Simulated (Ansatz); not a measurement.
The same ligand exchange along the group B, Al, In.

Program: Ansatz. Geometries: PBE0-D4/def2-TZVP. ΔE: electronic, gas phase. CCSD(T)/CBS adds triple-zeta CCSD(T) − MP2 to the extrapolated MP2 energy (def2 sets, frozen cores). This one scheme is used for every species. DFT in def2-TZVPP. Elements past krypton have def2 core potentials. For Br, In outer-core shells are correlated without core-valence functions, which leaves a few kJ/mol of doubt a bond. Scalar relativity is left out up to krypton. One conformer a species, not always the lowest.

```
                                             reaction  RPA@PBE/def2-TZVPP (kJ/mol)  HF/CBS(def2) (kJ/mol)  CCSD(T)/CBS(def2) (kJ/mol)
                    `NB(F)Br` + H–F → `FB(F)Br` + NH₃                          -21                    -28                         -14
`[NH2][Al]([F])[Br]` + H–F → `[F][Al]([F])[Br]` + NH₃                          -80                    -90                         -80
`[NH2][In]([F])[Br]` + H–F → `[F][In]([F])[Br]` + NH₃                          -27                    -48                         -26
```

Largest T1 diagnostic: 0.014, for `[F][In]([F])[Br]`.
